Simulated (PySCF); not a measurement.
H7NSi2, SMILES N[SiH2][SiH3].

Geometry: r2SCAN-D4/def2-SVP. The values are those of a single conformer.

These are HF/def2-TZVPD (PySCF) values and carry that method's errors.

Computed frontier levels, gap, dipole moment and polarisability:
* **highest occupied level**: -9.99 eV
* **lowest empty level**: 1.83 eV
* **orbital gap**: 11.82 eV
* **dipole moment**: 1.09 D
* **quadrupole, principal values (traceless, Buckingham form, about the centre of nuclear charge)**: -7.64, 2.70, 4.94 D·Å
* **mean static polarisability**: 65.0 bohr³ (9.63 Å³)
* **polarisability, principal values**: 58.8, 61.0, 75.1 bohr³
